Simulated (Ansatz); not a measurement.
The cluster Ni₂Pt. Charge 0, multiplicity 1. Geometry PBE-D4/def2-TZVP, that of the neutral singlet.

Cartesian coordinates in Å:
```
Pt -0.8054 -0.0060 -1.0978
Ni 0.6014 1.0879 0.3972
Ni 0.2040 -1.0818 0.7006
```

In the def2 sets Pt takes a core potential; there is no spin–orbit coupling. At PBE-D4/def2-TZVP, r2SCAN-D4/def2-TZVP, PBE0-D4/def2-TZVP the unrestricted singlet has broken spin symmetry (⟨S²⟩ up to 1.63). At PBE-D4/def2-TZVP a triplet of charge 0 lies 0.24 eV below the unrestricted singlet, which stands at the restricted singlet's geometry. The structure comes from a short search, and lower isomers may exist.

(1) Estimate the orbital energies around the gap (eV) in Ansatz with PBE-D4/def2-TZVP, r2SCAN-D4/def2-TZVP, PBE0-D4/def2-TZVP.

Results:

(1) 
| orbital | PBE-D4/def2-TZVP | r2SCAN-D4/def2-TZVP | PBE0-D4/def2-TZVP |
| --- | --- | --- | --- |
| HOMO−5 | -4.68 | -5.22 | -6.06 |
| HOMO−4 | -4.52 | -5.11 | -5.89 |
| HOMO−3 | -4.23 | -4.81 | -5.58 |
| HOMO−2 | -4.22 | -4.79 | -5.41 |
| HOMO−1 | -4.15 | -4.75 | -5.31 |
| HOMO | -4.14 | -4.13 | -4.94 |
| LUMO | -3.80 | -3.29 | -2.36 |
| LUMO+1 | -3.29 | -3.19 | -1.92 |
| LUMO+2 | -2.88 | -2.66 | -0.76 |
| LUMO+3 | -0.99 | -0.98 | -0.19 |
| LUMO+4 | -0.44 | -0.23 | 0.41 |
| LUMO+5 | 0.10 | 0.37 | 1.00 |
| β HOMO | -4.14 | -4.13 | -4.94 |
| β LUMO | -3.80 | -3.29 | -2.36 |
